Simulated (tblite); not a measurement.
C4H12N2OSi.
SMILES with atom numbers: `[NH2:1][Si:2]([NH2:3])([OH:4])[CH:5]1[CH2:6][CH2:7][CH2:8]1` (hydrogens: H9, H10 on N1; H11, H12 on N3; H13 on O4; H14 on C5; H15, H16 on C6; H17, H18 on C7; H19, H20 on C8)

Computed with GFN2-xTB (tblite), gas phase: L-BFGS steps from a force-field or distance-geometry start until the largest atomic force falls under 0.01 eV/Å.

Step 60: E = -717.7268 eV
```
atom  x, y, z in Å  |  force x, y, z in eV/Å
N1      1.5773    1.6318   -0.1862   -0.008   0.011  -0.014
Si2     1.4111   -0.0793    0.0219   -0.045   0.010  -0.038
N3      1.9947   -0.6938    1.5331    0.005   0.017   0.050
O4      2.3212   -0.7205   -1.1810    0.000  -0.014   0.030
C5     -0.3994   -0.6329   -0.0976   -0.029  -0.018  -0.001
C6     -1.2742   -0.0503   -1.2268   -0.006  -0.005  -0.004
C7     -2.3965    0.2020   -0.2117   -0.003   0.008  -0.004
C8     -1.4126   -0.0905    0.9292   -0.016   0.001   0.011
H9      0.7339    2.1736   -0.2800    0.017   0.020   0.023
H10     2.2471    1.9340   -0.8754    0.004   0.003   0.014
H11     1.5515   -0.3664    2.3789    0.069  -0.059  -0.122
H12     2.9950   -0.7157    1.6650   -0.069   0.028   0.015
H13     2.3349   -1.6686   -1.2731    0.057   0.005   0.012
H14    -0.4475   -1.7226   -0.1208   -0.025  -0.025   0.022
H15    -0.8687    0.8677   -1.6497   -0.013  -0.002  -0.003
H16    -1.5148   -0.7279   -2.0454    0.017   0.008   0.020
H17    -3.1951   -0.5357   -0.2789    0.008   0.007   0.009
H18    -2.8427    1.1966   -0.2241    0.028  -0.014   0.013
H19    -1.7503   -0.8004    1.6825   -0.008  -0.006  -0.010
H20    -1.0701    0.8093    1.4368    0.018   0.025  -0.025
```

Step 61: E = -717.7281 eV
```
atom  x, y, z in Å  |  force x, y, z in eV/Å
N1      1.5761    1.6308   -0.1828   -0.016   0.011  -0.019
Si2     1.4069   -0.0804    0.0208   -0.003   0.005  -0.002
N3      1.9943   -0.6967    1.5297    0.093   0.003   0.023
O4      2.3145   -0.7190   -1.1833    0.026  -0.020  -0.003
C5     -0.4011   -0.6353   -0.0957   -0.014  -0.018  -0.026
C6     -1.2719   -0.0507   -1.2269   -0.026  -0.005   0.009
C7     -2.3938    0.2048   -0.2119   -0.006   0.002   0.004
C8     -1.4121   -0.0894    0.9303    0.004   0.003  -0.010
H9      0.7309    2.1689   -0.2794    0.002   0.042   0.026
H10     2.2425    1.9321   -0.8757    0.016   0.005   0.009
H11     1.5443   -0.3813    2.3749    0.035  -0.038  -0.071
H12     2.9958   -0.6970    1.6655   -0.122   0.018   0.002
H13     2.3403   -1.6672   -1.2708    0.053   0.000   0.013
H14    -0.4471   -1.7251   -0.1173   -0.041  -0.019   0.014
H15    -0.8653    0.8673   -1.6513   -0.016  -0.035   0.010
H16    -1.5146   -0.7292   -2.0444    0.019   0.016   0.021
H17    -3.1930   -0.5323   -0.2776    0.001   0.014   0.003
H18    -2.8372    1.2001   -0.2239    0.013  -0.003   0.007
H19    -1.7517   -0.8001    1.6821   -0.007   0.020   0.002
H20    -1.0628    0.8104    1.4345   -0.011   0.000  -0.012
```

Step 62: E = -717.7291 eV
```
atom  x, y, z in Å  |  force x, y, z in eV/Å
N1      1.5740    1.6283   -0.1803   -0.017   0.022  -0.034
Si2     1.4049   -0.0831    0.0184    0.028   0.014   0.013
N3      1.9989   -0.6972    1.5246   -0.026  -0.007   0.078
O4      2.3141   -0.7186   -1.1854    0.024   0.002  -0.016
C5     -0.4028   -0.6360   -0.0946    0.010  -0.021  -0.030
C6     -1.2715   -0.0500   -1.2266   -0.024  -0.013   0.014
C7     -2.3928    0.2072   -0.2119   -0.008   0.001   0.011
C8     -1.4123   -0.0870    0.9310    0.021  -0.004  -0.019
H9      0.7273    2.1634   -0.2782   -0.011   0.056   0.028
H10     2.2369    1.9295   -0.8764    0.025   0.009   0.008
H11     1.5376   -0.3984    2.3705    0.044  -0.044  -0.096
H12     2.9965   -0.6812    1.6686   -0.019   0.017  -0.002
H13     2.3486   -1.6664   -1.2681    0.055  -0.028   0.008
H14    -0.4486   -1.7258   -0.1142   -0.053  -0.017   0.005
H15    -0.8650    0.8679   -1.6522   -0.011  -0.049   0.017
H16    -1.5134   -0.7301   -2.0424    0.009   0.015   0.004
H17    -3.1917   -0.5302   -0.2769   -0.010   0.020   0.001
H18    -2.8335    1.2030   -0.2236   -0.006   0.006   0.001
H19    -1.7531   -0.7978    1.6821   -0.005   0.033   0.012
H20    -1.0593    0.8131    1.4325   -0.025  -0.012  -0.003
```

Step 63: E = -717.7301 eV
```
atom  x, y, z in Å  |  force x, y, z in eV/Å
N1      1.5751    1.6274   -0.1744   -0.024   0.016  -0.046
Si2     1.4035   -0.0845    0.0158    0.037   0.010   0.018
N3      2.0016   -0.6980    1.5203    0.014  -0.034   0.041
O4      2.3122   -0.7166   -1.1905    0.019  -0.027  -0.012
C5     -0.4040   -0.6379   -0.0952    0.015  -0.020  -0.018
C6     -1.2729   -0.0527   -1.2270   -0.022  -0.012   0.013
C7     -2.3919    0.2111   -0.2116   -0.009  -0.002   0.012
C8     -1.4119   -0.0867    0.9308    0.019  -0.006  -0.017
H9      0.7270    2.1599   -0.2731   -0.009   0.070   0.024
H10     2.2354    1.9251   -0.8744    0.026   0.026   0.003
H11     1.5312   -0.4131    2.3641    0.006  -0.023  -0.037
H12     2.9979   -0.6582    1.6700   -0.020   0.008  -0.008
H13     2.3568   -1.6653   -1.2644    0.056  -0.001   0.004
H14    -0.4484   -1.7277   -0.1126   -0.059  -0.017   0.000
H15    -0.8655    0.8628   -1.6565   -0.004  -0.047   0.014
H16    -1.5172   -0.7352   -2.0395    0.002   0.012  -0.006
H17    -3.1945   -0.5225   -0.2750   -0.011   0.023   0.002
H18    -2.8273    1.2092   -0.2244   -0.006   0.005   0.002
H19    -1.7563   -0.7977    1.6802    0.001   0.034   0.015
H20    -1.0560    0.8113    1.4343   -0.029  -0.014  -0.005
```

**Question.** Estimate the geometry and energy of step 64. (The exact step hangs on the optimiser's Hessian estimate; all steps are aligned on step 63, rigid shifts and turns removed.)

**Answer.** E = -717.7313 eV, largest force 0.077 eV/Å
```
atom  x, y, z in Å  |  force x, y, z in eV/Å
N1      1.5745    1.6259   -0.1704   -0.031   0.006  -0.053
Si2     1.4037   -0.0869    0.0129    0.033   0.004   0.014
N3      2.0070   -0.6995    1.5156   -0.007  -0.054   0.011
O4      2.3128   -0.7157   -1.1952    0.009  -0.042  -0.003
C5     -0.4048   -0.6394   -0.0961    0.015  -0.019   0.008
C6     -1.2748   -0.0550   -1.2268   -0.007  -0.013   0.010
C7     -2.3913    0.2151   -0.2111   -0.007  -0.009   0.010
C8     -1.4114   -0.0856    0.9305    0.010  -0.003  -0.008
H9      0.7248    2.1564   -0.2676    0.002   0.075   0.018
H10     2.2327    1.9215   -0.8732    0.022   0.044  -0.001
H11     1.5238   -0.4326    2.3567   -0.017  -0.011   0.007
H12     2.9998   -0.6341    1.6733    0.019   0.005  -0.008
H13     2.3689   -1.6649   -1.2609    0.055   0.020   0.001
H14    -0.4508   -1.7292   -0.1103   -0.056  -0.018  -0.006
H15    -0.8671    0.8578   -1.6599    0.012  -0.025   0.007
H16    -1.5202   -0.7390   -2.0367   -0.014  -0.006  -0.024
H17    -3.1971   -0.5147   -0.2731   -0.020   0.019   0.004
H18    -2.8219    1.2151   -0.2251   -0.007   0.008   0.003
H19    -1.7595   -0.7954    1.6792    0.009   0.026   0.017
H20    -1.0544    0.8110    1.4353   -0.021  -0.008  -0.006
```

The energy changes by -0.0012 eV. The first-order estimate −F·Δx gives -0.0016 eV and the mean of the old and new forces, exact on a quadratic surface, -0.0012 eV. The step makes an angle of 78° with the force vector and moves no atom by more than 0.024 Å.

The cost below is that of the whole relaxation. On one thread, Arm Neoverse V2 (aarch64) (shared host), this took 0.87 s wall.
